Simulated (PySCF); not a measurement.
C6H12O3 (SMILES COCOC(=O)C(C)C), singlet, geometry from GFN2-xTB; M062X/STO-3G run with PySCF.

Here is a job for PySCF.
```python
from pyscf import gto, scf, dft

mol = gto.Mole()
mol.atom = '''
    C     3.38990276    0.87294801    0.44839550
    O     2.04855788    1.02998237    0.05700842
    C     1.63168586    0.07807959   -0.87544507
    O     0.23916542    0.15728709   -1.00137494
    C    -0.49635496   -0.51139740   -0.08203748
    O    -0.02490052   -1.24714046    0.73772993
    C    -1.96376934   -0.17907530   -0.24195578
    C    -2.82865669   -1.37264345    0.14881617
    C    -2.24567507    1.03163580    0.65498727
    H     4.06785597    0.98552259   -0.40607488
    H     3.58599618    1.65648419    1.17625281
    H     3.55402065   -0.10839673    0.90827248
    H     2.04512057    0.28811705   -1.87474864
    H     1.92434223   -0.93677628   -0.55124780
    H    -2.13556096    0.10067483   -1.28462047
    H    -3.88036344   -1.09922744    0.12266588
    H    -2.66648475   -2.20385408   -0.53308936
    H    -2.57246037   -1.69938729    1.15333715
    H    -1.60753743    1.86696159    0.37740491
    H    -3.28514590    1.33435644    0.55330425
    H    -2.05516016    0.77720940    1.69507241
'''
mol.basis = 'sto-3g'
mol.verbose = 4
mol.build()

mf = dft.RKS(mol)
mf.xc = 'm062x'
mf.init_guess = '1e'
mf = mf.newton()
mf.kernel()
```

It wrote (shortened):

```
PySCF version 2.14.0

[INPUT] verbose = 4
[INPUT] num. atoms = 21
[INPUT] num. electrons = 72
[INPUT] charge = 0
[INPUT] spin (= nelec alpha-beta = 2S) = 0
[INPUT] symmetry False subgroup None
[INPUT] Mole.unit = angstrom
[INPUT] Symbol           X                Y                Z      unit          X                Y                Z       unit  Magmom
[INPUT]  1 C      3.389902760000   0.872948010000   0.448395500000 AA    6.405987805307   1.649632659884   0.847344690487 Bohr   0.0
[INPUT]  2 O      2.048557880000   1.029982370000   0.057008420000 AA    3.871213343520   1.946384592430   0.107730300594 Bohr   0.0
[INPUT]  3 C      1.631685860000   0.078079590000  -0.875445070000 AA    3.083439396725   0.147549041018  -1.654351419401 Bohr   0.0
[INPUT]  4 O      0.239165420000   0.157287090000  -1.001374940000 AA    0.451957142267   0.297229523030  -1.892324384603 Bohr   0.0
[INPUT]  5 C     -0.496354960000  -0.511397400000  -0.082037480000 AA   -0.937974934969  -0.966401026815  -0.155028369149 Bohr   0.0
[INPUT]  6 O     -0.024900520000  -1.247140460000   0.737729930000 AA   -0.047055163159  -2.356753908264   1.394107521595 Bohr   0.0
[INPUT]  7 C     -1.963769340000  -0.179075300000  -0.241955780000 AA   -3.710986224418  -0.338403272674  -0.457230158456 Bohr   0.0
[INPUT]  8 C     -2.828656690000  -1.372643450000   0.148816170000 AA   -5.345386444519  -2.593920187178   0.281221804207 Bohr   0.0
[INPUT]  9 C     -2.245675070000   1.031635800000   0.654987270000 AA   -4.243710847063   1.949509122297   1.237746555377 Bohr   0.0
[INPUT] 10 H      4.067855970000   0.985522590000  -0.406074880000 AA    7.687133697477   1.862367784672  -0.767370309266 Bohr   0.0
[INPUT] 11 H      3.585996180000   1.656484190000   1.176252810000 AA    6.776550663937   3.130301448772   2.222795664150 Bohr   0.0
[INPUT] 12 H      3.554020650000  -0.108396730000   0.908272480000 AA    6.716125669549  -0.204840132498   1.716386233679 Bohr   0.0
[INPUT] 13 H      2.045120570000   0.288117050000  -1.874748640000 AA    3.864717769014   0.544462316318  -3.542761482001 Bohr   0.0
[INPUT] 14 H      1.924342230000  -0.936776280000  -0.551247800000 AA    3.636479784635  -1.770250609189  -1.041707368769 Bohr   0.0
[INPUT] 15 H     -2.135560960000   0.100674830000  -1.284620470000 AA   -4.035625336713   0.190247856337  -2.427580862310 Bohr   0.0
[INPUT] 16 H     -3.880363440000  -1.099227440000   0.122665880000 AA   -7.332824165375  -2.077238810207   0.231804918029 Bohr   0.0
[INPUT] 17 H     -2.666484750000  -2.203854080000  -0.533089360000 AA   -5.038925892829  -4.164680629705  -1.007392890320 Bohr   0.0
[INPUT] 18 H     -2.572460370000  -1.699387290000   1.153337150000 AA   -4.861245565597  -3.211376557667   2.179491342786 Bohr   0.0
[INPUT] 19 H     -1.607537430000   1.866961590000   0.377404910000 AA   -3.037805477687   3.528046090183   0.713191917966 Bohr   0.0
[INPUT] 20 H     -3.285145900000   1.334356440000   0.553304250000 AA   -6.208026030238   2.521568224150   1.045593496058 Bohr   0.0
[INPUT] 21 H     -2.055160160000   0.777209400000   1.695072410000 AA   -3.883689844517   1.468712907438   3.203222616206 Bohr   0.0

nuclear repulsion = 486.258672733971
number of shells = 39
number of NR pGTOs = 171
number of NR cGTOs = 57
basis = sto-3g
ecp = {}

******** <class 'pyscf.soscf.newton_ah.SecondOrderRKS'> ********
method = SecondOrderRKS
initial guess = 1e
damping factor = 0
level_shift factor = 0
DIIS = <class 'pyscf.scf.diis.CDIIS'>
diis_start_cycle = 1
diis_space = 8
diis_damp = 0
SCF conv_tol = 1e-09
SCF conv_tol_grad = None
SCF max_cycles = 50
direct_scf = True
direct_scf_tol = 1e-13
XC library pyscf.dft.libxc version 7.1.2
    S. Lehtola, C. Steigemann, M. J. T. Oliveira, and M. A. L. Marques,  SoftwareX 7, 1–5 (2018)
XC functionals = m062x
    Y. Zhao and D. G. Truhlar,  Theor. Chem. Acc. 120, 215 (2008)
    Y. Zhao and D. G. Truhlar,  Theor. Chem. Acc. 120, 215 (2008)
radial grids:
    Treutler-Ahlrichs [JCP 102, 346 (1995); DOI:10.1063/1.469408] (M4) radial grids

becke partition: Becke, JCP 88, 2547 (1988); DOI:10.1063/1.454033
pruning grids: <function nwchem_prune>
grids dens level: 3
symmetrized grids: False
atomic radii adjust function: <function treutler_atomic_radii_adjust>
small_rho_cutoff = 0
******** <class 'pyscf.dft.rks.RKS'> Newton solver flags ********
SCF tol = 1e-09
conv_tol_grad = None
max. SCF cycles = 50
direct_scf = True
direct_scf_tol = 1e-13
max_cycle_inner = 12
max_stepsize = 0.05
ah_start_tol = 1e+09
ah_level_shift = 0
ah_conv_tol = 1e-12
ah_lindep = 1e-14
ah_start_cycle = 1
ah_max_cycle = 40
ah_grad_trust_region = 2.5
kf_interval = 4
kf_trust_region = 5
canonicalization = True
Set conv_tol_grad to 3.16228e-05
Initial guess from hcore.
  HOMO = -16.3830477236106  LUMO = -16.0231139218787  gap/eV = 9.79430
tot grids = 244656
  HOMO = 1.79397199723522  LUMO = 1.8473012006525  gap/eV = 1.45116
Initial guess E= -368.790453185146  |g|= 4.47685
macro= 0  E= -380.372401558665  delta_E= -11.5819  |g|= 7.46095  3 KF 15 JK
macro= 1  E= -400.040775154365  delta_E= -19.6684  |g|= 11.3642  3 KF 15 JK
macro= 2  E= -434.932554345551  delta_E= -34.8918  |g|= 7.93473  3 KF 15 JK
macro= 3  E= -441.481531467319  delta_E= -6.54898  |g|= 5.68872  3 KF 15 JK
macro= 4  E= -448.469168381237  delta_E= -6.98764  |g|= 3.89833  3 KF 15 JK
macro= 5  E= -454.785563719187  delta_E= -6.3164  |g|= 1.40346  3 KF 15 JK
macro= 6  E= -455.546108427057  delta_E= -0.760545  |g|= 0.197395  3 KF 10 JK
macro= 7  E= -455.550286710529  delta_E= -0.00417828  |g|= 6.09828e-05  4 KF 15 JK
macro= 8  E= -455.550286710534  delta_E= -5.00222e-12  |g|= 1.18462e-05  1 KF 2 JK
Canonicalize SCF orbitals
macro X = 9  E=-455.550286710534  |g|= 1.18462e-05  total 27 KF 127 JK
converged SCF energy = -455.550286710534
```
